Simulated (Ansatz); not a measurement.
Calculated with Ansatz (gas phase, PBE0-D4/def2-TZVP geometries, no zero-point term in ΔE). CCSD(T)/CBS adds triple-zeta CCSD(T) − MP2 to the extrapolated MP2 energy (def2 sets, frozen cores). This one scheme is used for every species. DFT in def2-TZVPP. For Br, Ga outer-core shells are correlated without core-valence functions, which leaves a few kJ/mol of doubt a bond. Scalar relativity is left out up to krypton.

Reaction (ligand exchange at the Si–F bond): `F[SiH]1[CH2][GaH]1` + HBr → `Br[SiH]1[CH2][GaH]1` + H–F

| level | ΔE (kcal/mol) | difference from CCSD(T)/CBS |
| --- | --- | --- |
| r2SCANh-D4 | 8.3 | 1.3 |
| BHLYP-D4 | 8.5 | 1.5 |
| ωB97X-V | 8.8 | 1.8 |
| BLYP | 12.0 | 5.0 |
| CAM-B3LYP | 12.0 | 5.0 |
| CCSD/def2-SVP | 8.2 | 1.2 |
| HF/def2-TZVPP | 10.4 | 3.4 |
| CCSD(T)/def2-TZVPP | 8.1 | 1.1 |
| MP2/def2-QZVPP | 5.9 | -1.1 |
| SCS-MP2/def2-QZVPP | 7.7 | 0.7 |
| CCSD(T)/CBS | 7.0 | 0 |

Largest T1 diagnostic among the species: 0.014.

From PBE to PBE0 (25 % exact exchange), in def2-TZVPP and without D4, ΔE moves by −1.0 kcal/mol. At CCSD(T), def2-SVP lies +1.1 kcal/mol from the extrapolated value and def2-TZVPP +1.1 kcal/mol. In def2-TZVPP, CCSD(T) changes the Hartree–Fock value by −2.2 kcal/mol (the triples alone add −0.5 kcal/mol) and MP2 by −4.0 kcal/mol.
